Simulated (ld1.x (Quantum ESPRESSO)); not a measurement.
# Pseudopotential generation for Ag: TM, LDA (PZ), scalar-relativistic.

* Element: Ag
* Generator: ld1.x (Quantum ESPRESSO) 7.5
* Type: norm-conserving Troullier–Martins (Kleinman–Bylander form)
* Functional: LDA (PZ)
* Relativity: scalar-relativistic
* Frozen core: [Ar] 3d10 4s2
* Valence charge: 17
* Reference configuration: 4p6 4d9 5s2 5p0
* Partial waves: 4p (bound): rc 1.00 bohr; 4d (bound): rc 1.00 bohr; 5s (bound): rc 2.25 bohr
* Local potential: the s channel
* Core correction: none

Results:

| Quantity | Value |
| --- | --- |
| Cutoffs needed | 160 Ry and 260 Ry (the cutoffs (Ry, on a coarse ladder) from which the occupation-weighted sum of valence levels, in a spherical-Bessel basis at the reference potential, stays within 10 and 1 mRy of its value at 400 Ry) |
| Ghost test | no extra level below or beside the all-electron valence levels (p, d, s, f tested) (spherical-Bessel basis up to 400 Ry, 20 bohr box) |
| Largest excitation error | -682 meV (all-electron minus pseudo) for 4p6 4d9 5s1 5p1, out of 7 test configurations |

Generation and tests took about 1.4 s on one core of a shared server CPU.
